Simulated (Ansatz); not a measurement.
def2 core potentials replace the inner electrons of Sn.

These are Ansatz (a program for electronic structure) with PBE0-D3(BJ)/def2-SVP values and carry that method's errors. No frequencies were computed at this level.

Ansatz 0.2 input:
```yaml
crystal:
  periodic: [false, false, false]
  atoms:
    - { symbol: C, position_ang: [-1.968697, -2.300356, 0.304757] }
    - { symbol: O, position_ang: [-1.684112, -1.114567, -0.344775] }
    - { symbol: Sn, position_ang: [0.113674, -0.21383, -1.193955] }
    - { symbol: O, position_ang: [0.003058, 1.913521, -0.722173] }
    - { symbol: C, position_ang: [-1.02308, 2.814338, -0.509065] }
    - { symbol: O, position_ang: [1.78838, -0.997863, -0.035274] }
    - { symbol: C, position_ang: [2.967649, -0.468823, 0.454097] }
    - { symbol: H, position_ang: [-2.772236, -2.097445, 1.026343] }
    - { symbol: H, position_ang: [-1.112792, -2.682693, 0.870615] }
    - { symbol: H, position_ang: [-2.322194, -3.066484, -0.394961] }
    - { symbol: H, position_ang: [-1.290862, 3.343029, -1.431075] }
    - { symbol: H, position_ang: [-1.913008, 2.340427, -0.0824] }
    - { symbol: H, position_ang: [-0.666027, 3.554932, 0.219813] }
    - { symbol: H, position_ang: [3.199041, -0.991079, 1.392683] }
    - { symbol: H, position_ang: [2.882094, 0.597452, 0.687138] }
    - { symbol: H, position_ang: [3.799112, -0.630559, -0.241467] }
basis:
  gaussian: { orbitals: def2-svp }
hamiltonian:
  xc: pbe0
  dispersion: d3bj
relax:
  max_steps: 150
magnetization:
  spin_polarized: true
  initial_magnetization: 1
```

Output:

```
Functional definition: PBE0
1778 factors; integrals over basis functions are off by at most 3.3e-4 eV
mean field evaluation 1: about -15195.7964 eV, gradient 5.7e1 eV
mean field evaluation 2: about -15141.0496 eV, gradient 1.2e2 eV
mean field evaluation 4: about -15210.9104 eV, gradient 7.2e0 eV
mean field evaluation 8: about -15211.1223 eV, gradient 1.5e-1 eV
mean field evaluation 16: about -15211.1899 eV, gradient 7.4e-4 eV
mean field -15211.18992903 eV, -559.0009193771 hartree, gradient 1.4e-5 eV, S^2 0.768493; 2 other end points of the search recorded, 0 dependent functions left out
reference -15211.18996475 eV, -559.0009206897 hartree; 37, 36 occupied and 118, 119 virtual orbitals, 1778 factors
relax step   1: F+E_penalty+E_count = -15211.45048878 eV  Δ(F+E_penalty+E_count) = +0.000e0 eV  max|allowed force component| = 1.724e0 eV/Å  Δτ_max = 0.0000 Å  (60 SCF iters, accepted)
these checks for a lower state are left out or cut short: starts, cluster_reference, orbital_swaps, neighbouring_geometries, increment
1778 factors; integrals over basis functions are off by at most 3.4e-4 eV
mean field evaluation 32: about -15211.8270 eV, gradient 7.2e-1 eV
mean field -15211.91798903 eV, -559.0276750884 hartree, gradient 1.5e-5 eV, S^2 0.758468; 0 other end points of the search recorded, 0 dependent functions left out
reference -15211.91802410 eV, -559.0276763774 hartree; 37, 36 occupied and 118, 119 virtual orbitals, 1778 factors
relax step   2: F+E_penalty+E_count = -15212.19390795 eV  Δ(F+E_penalty+E_count) = -7.434e-1 eV  max|allowed force component| = 4.043e-1 eV/Å  Δτ_max = 0.1946 Å  (41 SCF iters, accepted)
these checks for a lower state are left out or cut short: starts, cluster_reference, orbital_swaps, neighbouring_geometries, increment
1778 factors; integrals over basis functions are off by at most 3.5e-4 eV
mean field -15211.99934867 eV, -559.0306650001 hartree, gradient 2.0e-5 eV, S^2 0.757202; 0 other end points of the search recorded, 0 dependent functions left out
reference -15211.99938322 eV, -559.0306662697 hartree; 37, 36 occupied and 118, 119 virtual orbitals, 1778 factors
relax step   3: F+E_penalty+E_count = -15212.28382524 eV  Δ(F+E_penalty+E_count) = -8.992e-2 eV  max|allowed force component| = 3.149e-1 eV/Å  Δτ_max = 0.1558 Å  (35 SCF iters, accepted)
these checks for a lower state are left out or cut short: starts, cluster_reference, orbital_swaps, neighbouring_geometries, increment
1778 factors; integrals over basis functions are off by at most 3.5e-4 eV
mean field -15212.01481616 eV, -559.0312334200 hartree, gradient 2.6e-5 eV, S^2 0.757722; 0 other end points of the search recorded, 0 dependent functions left out
reference -15212.01485058 eV, -559.0312346850 hartree; 37, 36 occupied and 118, 119 virtual orbitals, 1778 factors
relax step   4: F+E_penalty+E_count = -15212.30037057 eV  Δ(F+E_penalty+E_count) = -1.655e-2 eV  max|allowed force component| = 9.420e-2 eV/Å  Δτ_max = 0.0545 Å  (35 SCF iters, accepted)
these checks for a lower state are left out or cut short: starts, cluster_reference, orbital_swaps, neighbouring_geometries, increment
1778 factors; integrals over basis functions are off by at most 3.4e-4 eV
mean field -15212.01674270 eV, -559.0313042190 hartree, gradient 1.5e-5 eV, S^2 0.757994; 0 other end points of the search recorded, 0 dependent functions left out
reference -15212.01677703 eV, -559.0313054807 hartree; 37, 36 occupied and 118, 119 virtual orbitals, 1778 factors
relax step   5: F+E_penalty+E_count = -15212.30362301 eV  Δ(F+E_penalty+E_count) = -3.252e-3 eV  max|allowed force component| = 1.139e-1 eV/Å  Δτ_max = 0.0769 Å  (36 SCF iters, accepted)
these checks for a lower state are left out or cut short: starts, cluster_reference, orbital_swaps, neighbouring_geometries, increment
1778 factors; integrals over basis functions are off by at most 3.4e-4 eV
mean field evaluation 64: about -15212.0181 eV, gradient 5.4e-4 eV
mean field -15212.01813377 eV, -559.0313553397 hartree, gradient 1.5e-5 eV, S^2 0.757786; 0 other end points of the search recorded, 0 dependent functions left out
reference -15212.01816796 eV, -559.0313565962 hartree; 37, 36 occupied and 118, 119 virtual orbitals, 1778 factors
relax step   6: F+E_penalty+E_count = -15212.30608739 eV  Δ(F+E_penalty+E_count) = -2.464e-3 eV  max|allowed force component| = 5.637e-2 eV/Å  Δτ_max = 0.0656 Å  (36 SCF iters, accepted)
these checks for a lower state are left out or cut short: starts, cluster_reference, orbital_swaps, neighbouring_geometries, increment
1778 factors; integrals over basis functions are off by at most 3.4e-4 eV
mean field -15212.01864442 eV, -559.0313741058 hartree, gradient 2.0e-5 eV, S^2 0.757780; 0 other end points of the search recorded, 0 dependent functions left out
reference -15212.01867850 eV, -559.0313753582 hartree; 37, 36 occupied and 118, 119 virtual orbitals, 1778 factors
relax step   7: F+E_penalty+E_count = -15212.30729553 eV  Δ(F+E_penalty+E_count) = -1.208e-3 eV  max|allowed force component| = 2.199e-2 eV/Å  Δτ_max = 0.0300 Å  (35 SCF iters, accepted)
these checks for a lower state are left out or cut short: starts, cluster_reference, orbital_swaps, neighbouring_geometries, increment
1778 factors; integrals over basis functions are off by at most 3.4e-4 eV
mean field -15212.01823508 eV, -559.0313590627 hartree, gradient 2.1e-5 eV, S^2 0.757767; 0 other end points of the search recorded, 0 dependent functions left out
reference -15212.01826902 eV, -559.0313603103 hartree; 37, 36 occupied and 118, 119 virtual orbitals, 1778 factors
relax step   8: F+E_penalty+E_count = -15212.30783831 eV  Δ(F+E_penalty+E_count) = -5.428e-4 eV  max|allowed force component| = 9.984e-3 eV/Å  Δτ_max = 0.0358 Å  (36 SCF iters, accepted)
these checks for a lower state are left out or cut short: starts, cluster_reference, orbital_swaps, neighbouring_geometries, increment
1778 factors; integrals over basis functions are off by at most 3.4e-4 eV
mean field -15212.01801665 eV, -559.0313510358 hartree, gradient 1.2e-5 eV, S^2 0.757763; 0 other end points of the search recorded, 0 dependent functions left out
reference -15212.01805057 eV, -559.0313522822 hartree; 37, 36 occupied and 118, 119 virtual orbitals, 1778 factors
relax step   9: F+E_penalty+E_count = -15212.30789935 eV  Δ(F+E_penalty+E_count) = -6.104e-5 eV  max|allowed force component| = 3.430e-3 eV/Å  Δτ_max = 0.0105 Å  (30 SCF iters, accepted)
1778 factors; integrals over basis functions are off by at most 3.4e-4 eV
mean field evaluation 96: about -15212.0179 eV, gradient 1.1e-1 eV
mean field -15212.01801665 eV, -559.0313510358 hartree, gradient 1.2e-5 eV, S^2 0.757763; 1 other end points of the search recorded, 0 dependent functions left out
reference -15212.01805057 eV, -559.0313522822 hartree; 37, 36 occupied and 118, 119 virtual orbitals, 1778 factors
Total energy: -15212.30793327 eV, -559.0420052748 hartree
Atom 0 at    -1.767658    -2.017979     0.277718 Å, force    -0.000369    -0.002672     0.002290 eV/Å
Atom 1 at    -1.622401    -0.784133    -0.365878 Å, force    -0.002586     0.000902    -0.000907 eV/Å
Atom 2 at     0.114157    -0.212284    -1.201021 Å, force     0.000096    -0.000629     0.000577 eV/Å
Atom 3 at     0.248666     1.709814    -0.628883 Å, force     0.002503     0.001814    -0.000516 eV/Å
Atom 4 at    -0.883065     2.510008    -0.437768 Å, force    -0.003430     0.002610     0.001398 eV/Å
Atom 5 at     1.470195    -1.104417    -0.015565 Å, force     0.000382    -0.002934    -0.000045 eV/Å
Atom 6 at     2.626155    -0.446354     0.418503 Å, force     0.002938     0.001782     0.001904 eV/Å
Atom 7 at    -2.639146    -1.951842     0.953086 Å, force     0.000422     0.001867    -0.000259 eV/Å
Atom 8 at    -0.886159    -2.296353     0.883446 Å, force     0.002565     0.000515     0.001034 eV/Å
Atom 9 at    -1.970864    -2.844144    -0.430276 Å, force    -0.000968    -0.000213    -0.002573 eV/Å
Atom 10 at    -1.263040     2.939989    -1.384266 Å, force     0.001096     0.000385    -0.002140 eV/Å
Atom 11 at    -1.715479     1.972231     0.051467 Å, force    -0.000863    -0.001929     0.000983 eV/Å
Atom 12 at    -0.597615     3.358668     0.209000 Å, force     0.001137    -0.001524     0.000182 eV/Å
Atom 13 at     3.001558    -0.969030     1.316215 Å, force    -0.001907    -0.000452    -0.000181 eV/Å
Atom 14 at     2.446924     0.610362     0.688081 Å, force    -0.001469     0.001971     0.000295 eV/Å
Atom 15 at     3.437771    -0.474537    -0.333558 Å, force     0.000453    -0.001493    -0.002042 eV/Å
Dipole moment:     0.015695    -0.029603    -0.167735 e Å
```

Cost: about 2.5 core-minutes (a rough figure).
